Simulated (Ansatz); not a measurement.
Stepwise reaction of `[F][Hf]([F])([F])[Cl]` with hydrogen chloride, as a gas-phase model of exchange steps in deposition or etching. ΔE in kJ/mol; ΔG adds harmonic PBE0-D4 terms to CCSD(T)/CBS, at 1 bar.

Calculated with Ansatz (gas phase, PBE0-D4/def2-TZVP geometries, no zero-point term in ΔE). CCSD(T)/CBS is the MP2 limit (def2-TZVPP, def2-QZVPP) plus CCSD(T) − MP2 in def2-TZVPP, frozen cores. This one scheme is used for every species. Functionals use def2-TZVPP. B3LYP here is the variant with VWN-RPA as its local correlation; programs differ in this. Elements past krypton have def2 core potentials. For Hf outer-core shells are correlated without core-valence functions, which leaves a few kJ/mol of doubt a bond.

| step | reaction | PBE-D4 | B3LYP-D4 | ωB97M-V | CCSD(T)/CBS | ΔG(400 K) |
| --- | --- | --- | --- | --- | --- | --- |
| 1 | `[F][Hf]([F])([F])[Cl]` + HCl → `[F][Hf]([F])([Cl])[Cl]` + H–F | 22.0 | 22.8 | 21.9 | 13.8 | 18.7 |
| 2 | `[F][Hf]([F])([Cl])[Cl]` + HCl → `[F][Hf]([Cl])([Cl])[Cl]` + H–F | 22.3 | 22.9 | 22.8 | 13.4 | 21.0 |

(1) Give the row of step 3, `[F][Hf]([Cl])([Cl])[Cl]` + HCl → `[Cl][Hf]([Cl])([Cl])[Cl]` + H–F. (Estimate.)

(2) By hand: ΔE of the 3 steps together at CCSD(T)/CBS.

Answers

(1) Computed: 
```csv
step,reaction,PBE-D4,B3LYP-D4,ωB97M-V,CCSD(T)/CBS,ΔG(400 K)
3,`[F][Hf]([Cl])([Cl])[Cl]` + HCl → `[Cl][Hf]([Cl])([Cl])[Cl]` + H–F,22.3,22.7,23.3,12.6,23.5
```

(2) (13.8) + (13.4) + (12.6) = 39.8 kJ/mol, or 13.3 kJ/mol a step.

In ΔE the steps differ by no more than 1.2 kJ/mol. All are uphill at CCSD(T)/CBS. ΔG lies between 18.7 and 23.5 kJ/mol a step. PBE-D4 differs from CCSD(T)/CBS by 8.2 to 9.7 kJ/mol a step. Isolated molecules leave out the surface, adducts and barriers. Largest T1 diagnostic: 0.016.
